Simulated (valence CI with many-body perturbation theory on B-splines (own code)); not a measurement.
## Hf LI: key properties

Calculated by relativistic CI+MBPT: four valence electrons over a frozen Dirac-Fock core [Ar], a basis of 7 s, 7 p, 8 d, 6 f, 4 g, 1 h functions for each j, with the one-electron correlation potential Σ1, the two-electron term Σ2, the three-electron term Σ3, Breit, model QED; selected CI, second order for the rest, scaled by the run's own slope (own B-spline code, finite nucleus).

The last digits are not significant, and no measured levels were compared; by estimate large intervals hold to a few tenths of a per cent, small ones and those within an open d or f shell to about a per cent. Only levels of the ground parity were solved; by the run's estimate the other parity begins above the list, which can be wrong where configurations are misplaced.

Levels are named by their leading jj configuration (3d3/2^4 stands for four electrons in 3d with j = 3/2), which in mixed levels can hold well under half, so a name can repeat and another be missing.

Rates and lifetimes use the calculated energies. Strong lines usually hold to 10 to 20 %, long lifetimes can be off by a factor of two.

What is the ground level?

(3d3/2^4) J=0, composition 60 % 3d4 3P + 26 % 3d4 5D + 14 % 3d4 1S.

What is the ionisation energy?

4573.1 eV; NIST lists 4573 ± 4 eV (theoretical).

How well does LS coupling describe the low levels?

Among the lowest 20 levels the leading LS term, summed over configurations, holds 48 % on average. For single configurations the figures are 48 % in LS and 96 % in jj coupling. Terms mix most in the J = 4 level at 540670 cm⁻¹, where the leading one holds 29 %.
